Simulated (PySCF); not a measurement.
C₂H₆N₂Si₂.
Cartesian coordinates in Å at the GFN2-xTB level; atoms count from 1:
```xyz
12
C2H6N2Si2 angstrom
C      3.1047   -0.5077   -0.2710
C      2.0049   -0.0258   -0.3200
Si     0.3231    0.7438   -0.3916
N     -0.9340   -0.2966   -0.9977
Si    -1.8382   -0.4226    0.4834
N     -0.5859    0.6215    1.0889
H      4.0660   -0.9347   -0.2271
H      0.3681    2.0768   -0.9877
H     -1.0753   -0.7121   -1.8985
H     -3.1544    0.2096    0.4278
H     -1.8534   -1.7607    1.0679
H     -0.4245    1.0078    1.9995
```

Computed at PBE0/pcSseg-1 (PySCF, non-relativistic), with Q(14N) = 0.02044 b: N4, 14N (I = 1): χzz = -3.908 MHz, η = 0.235.

Find the zero-field quadrupole resonance frequencies of 14N at N4.

From ν± = (3/4)|χ|(1 ± η/3) and ν0 = |χ|η/2: ν+ 3.161 MHz, ν− 2.701 MHz, ν0 0.460 MHz (nitrogen bridging silicon atoms).

In a crystal, neighbours and librations shift these lines. Geometry: GFN2-xTB; no solvent, vibrations or thermal averaging. GFN2-xTB bond lengths can be off by several hundredths of an ångström, more for odd bonds, and the gradients follow them. These gradients aren't converged with respect to the basis.

These values come from a run that also computed NMR shieldings. Time: 24 s wall, 20 s CPU; peak memory 0.71 GiB. Hardware: one thread, Intel Xeon (x86_64) (shared host).
